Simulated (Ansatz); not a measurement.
Basis sets compared for In7Sb8H24⁺, a nanocrystal cut from zinc blende InSb (hydrogen-capped). Total charge 1; singlet. Geometry PBE-D4/def2-SVP. Ansatz on 2 threads of AMD EPYC 7R13 on a shared host and a share (18 GiB) of an NVIDIA H100 80GB HBM3; times are rough, and most runs start from earlier orbitals.

```xyz
39

In    2.409    2.915    3.588
In    4.003   -1.268    0.715
In    2.116    3.280   -1.710
In   -0.586    0.135    0.709
In   -1.278    0.644   -4.013
In    0.611   -3.910   -1.581
In   -4.478   -2.439   -1.088
Sb    2.424    4.269    1.068
Sb    3.958    0.574    3.038
Sb   -0.148    1.614    3.140
Sb    1.201   -2.034    0.563
Sb   -0.412    1.854   -1.513
Sb   -3.284   -0.825    1.010
Sb   -3.836   -0.602   -3.184
Sb   -2.305   -4.295   -1.214
H     2.563    3.776    5.081
H     4.863   -2.628    1.346
H     4.245   -0.164   -0.595
H     3.329    2.047   -1.774
H     1.804    4.738   -2.584
H    -0.272   -0.750   -4.213
H    -1.808    1.926   -5.045
H     1.249   -5.445   -1.104
H     0.649   -2.965   -3.031
H    -6.104   -2.961   -0.802
H     3.884    5.168    1.175
H     1.395    5.611    1.368
H     5.553    1.149    3.318
H     3.849   -0.293    4.517
H    -0.587    0.589    4.446
H    -1.463    2.704    3.317
H     0.824   -2.836    2.037
H    -1.607    3.016   -1.089
H    -4.262    0.527    1.415
H    -3.384   -1.590    2.543
H    -5.076    0.577   -3.025
H    -4.540   -1.380   -4.546
H    -2.629   -5.325    0.121
H    -2.870   -5.401   -2.401
```

In the def2 sets In, Sb take a core potential; there is no spin–orbit coupling. Single mean-field runs in def2-SVP, def2-TZVP are fitted with def2-universal-jkfit.

| level | functions | energy (Eh) | HOMO (eV) | LUMO (eV) | wall time |
| --- | --- | --- | --- | --- | --- |
| PBE-D4/def2-SVP | 510 | -3267.2420 | -8.39 | -5.43 | 8.5 s |
| PBE0-D4/def2-SVP (with forces) | 510 | -3267.3737 | -9.26 | -4.79 | 9 s |

(1) Estimate the rows for PBE-D4/def2-TZVP, PBE0-D4/def2-TZVP.

## Answers

(1) 
```
            level  functions  energy (Eh)  HOMO (eV)  LUMO (eV)  wall time
 PBE-D4/def2-TZVP        894   -3267.3732      -8.43      -5.50      9.5 s
PBE0-D4/def2-TZVP        894   -3267.4887      -9.27      -4.83       16 s
```
